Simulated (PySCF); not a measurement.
Gas-phase equilibrium of 1 mol GeF4, 8.4 mol H2 at 1000 K and 0.133 bar, among 16 species (GeH4, Ge2H6, F2, GeF2, GeF3, F, H, GeH3F, GeHF3, HF, H2, Ge3H8, GeH3, GeH2F2, GeH2, GeF4). Only gases are allowed; each row takes one source of thermochemistry for all species, and Cantera finds the minimum.

Method: PySCF energies plus ideal-gas RRHO corrections (1 bar). † marks an energy on the PBE0/def2-TZVP geometry and frequencies; other levels use their own. MP2 and CCSD(T) freeze the core. 6-31G* has spherical d functions here. Open shells (unrestricted) among the columns below: GeF3 (multiplicity 2), H (multiplicity 2); the rest are closed-shell singlets. Ge: all electrons, no relativistic terms. GeF3, GeHF3, GeH2F2: computed as isolated molecules; such fragments, hydroxides, amides, oligomers or adducts are transient or little studied in the gas. MP2 isn't extrapolated to the basis-set limit. CCSD(T) isn't extrapolated to the basis-set limit. The harmonic model lacks anharmonicity and excited electronic states, which grow with temperature; levels with a mode under 35 cm⁻¹ are left out.

Molecules larger than those listed are left out, and so are free Ge atoms, whose spin-orbit terms are large. Also missing: (HF)n, which can matter at low temperature or high pressure. Table species left out: H2F2, H3F3, H4F4.

With CCSD(T)/def2-SVP† thermochemistry: H2 0.71, HF 0.19, GeF2 0.096, GeF4 8.9e-5, GeHF3 8.3e-5, H 2.5e-8, GeH2F2 1.9e-6, GeF3 8.8e-9.

### Question
How far does the composition move with the other sources (HF/6-31G*, MP2/def2-TZVPP†, PBE/def2-TZVP†, PBE0/def2-QZVP†, PBE0/def2-SVP†)?

### Answer
```
thermochemistry    x H2  x HF  x GeF2  x GeF4  x GeHF3     x H  x GeH2F2  x GeF3
-----------------  ----  ----  ------  ------  -------  ------  --------  ------
CCSD(T)/def2-SVP†  0.71  0.19   0.096  8.9e-5   8.3e-5  2.5e-8    1.9e-6  8.8e-9
HF/6-31G*          0.72  0.18   0.092  0.0038  0.00069  6.5e-6    2.6e-6  1.9e-6
MP2/def2-TZVPP†    0.71  0.19   0.096  8.6e-5   8.3e-5  2.5e-8    1.8e-6  1.3e-8
PBE/def2-TZVP†     0.71  0.19   0.096  4.5e-7   8.1e-7  1.9e-8    2.1e-8  4.2e-9
PBE0/def2-QZVP†    0.71  0.19   0.096  9.1e-7   4.5e-6  2.0e-8    3.9e-7  4.1e-9
PBE0/def2-SVP†     0.71  0.19   0.096  2.7e-5   5.8e-5  3.4e-8    1.9e-6  2.0e-8
```
The most sensitive of these is GeF4: it spans a factor of 10^3.9 over these rows; at this temperature one factor of ten is RT ln 10 = 19 kJ/mol.
